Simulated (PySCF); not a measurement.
A series of related molecules

Computed, not measured: TDDFT CAM-B3LYP/aug-cc-pVDZ circular dichroism and optical rotation, one conformer, gas phase (PySCF 2.14.0). Geometry: GFN2-xTB.

Each molecule in one low-energy conformer. The parent is CO[C@@]12C[C@@H]1[C@H]2O.

The molecule is flexible and this is one conformer; a measurement averages over conformers.

Question: How does the specific rotation at 589.3 nm (origin-invariant length gauge) change along this series?
- CO[C@@]12C[C@@H]1[C@H]2O (base)
- CO[C@@]12C[C@@H]1[C@@H]2O (diastereomer)

Answer: 
| molecule | [α]589 (deg dm⁻¹ (g/mL)⁻¹) | S1 (eV) | R(S1), velocity form (10⁻⁴⁰ esu² cm²) |
| --- | --- | --- | --- |
| CO[C@@]12C[C@@H]1[C@H]2O | -64.9 | 6.21 | +0.7 |
| CO[C@@]12C[C@@H]1[C@@H]2O | +35.1 | 6.43 | -25.7 |

The specific rotation at 589.3 nm (origin-invariant length gauge) is lowest for CO[C@@]12C[C@@H]1[C@H]2O and highest for CO[C@@]12C[C@@H]1[C@@H]2O.
